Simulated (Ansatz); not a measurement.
Job for Ansatz (a first-principles code): R-SVWN5/def2-TZVPP on CH4SeTe (SMILES C[Te][SeH]), a point of a torsion scan. Elements past Kr take the def2 small-core potentials; no spin–orbit coupling.

Ansatz 0.2 input:
```yaml
crystal:
  periodic: [false, false, false]
  atoms:
    - {symbol: C, position_ang: [-1.17275409, -0.11414812, -0.02011942]}
    - {symbol: Te, position_ang: [0.79333588, 0.79244968, -0.15455897]}
    - {symbol: Se, position_ang: [0.45303013, 1.78146489, -2.40907242]}
    - {symbol: H, position_ang: [-1.44679070, -0.53443880, -0.97892824]}
    - {symbol: H, position_ang: [-1.90981581, 0.62074538, 0.27647372]}
    - {symbol: H, position_ang: [-1.12378670, -0.89828984, 0.72247232]}
    - {symbol: H, position_ang: [0.95192251, 0.69208279, -3.22594894]}
basis:
  gaussian:
    orbitals: def2-TZVPP
hamiltonian:
  xc: {name: SVWN5}
scf: {lower_state_search: off}
```

Output:

```
WARN ansatz: RAYON_NUM_THREADS=1 ignored (pool sized by the plan → 1); use --threads N
Functional definition: SVWN5
these checks for a lower state are left out or cut short: stability, starts, cluster_reference, orbital_swaps, neighbouring_geometries, increment
integrals: 0.10 GiB planned
1189 factors; their error is unknown
mean field: 0.70 GiB planned
mean field evaluation 1: about -73622.1239 eV, gradient 6.8e1 eV
mean field evaluation 2: about -73591.6849 eV, gradient 1.1e2 eV
mean field evaluation 4: about -73632.3738 eV, gradient 1.3e1 eV
mean field evaluation 8: about -73632.7240 eV, gradient 1.2e-1 eV
mean field evaluation 16: about -73632.5633 eV, gradient 6.2e-4 eV
mean field -73632.56330411 eV, -2705.9467914821 hartree, gradient 2.6e-6 eV, S^2 0.000000; 0 other end points of the search recorded, 0 dependent functions left out
reference -73632.56333913 eV, -2705.9467927689 hartree; 34, 34 occupied and 151, 151 virtual orbitals, 1189 factors
Total energy: -73632.56333913 eV, -2705.9467927689 hartree
Checks for a lower state left out: stability, starts, cluster_reference, orbital_swaps, neighbouring_geometries, increment
```

Self-consistency was reached.

Cost: around 2.4 core-seconds (rough).
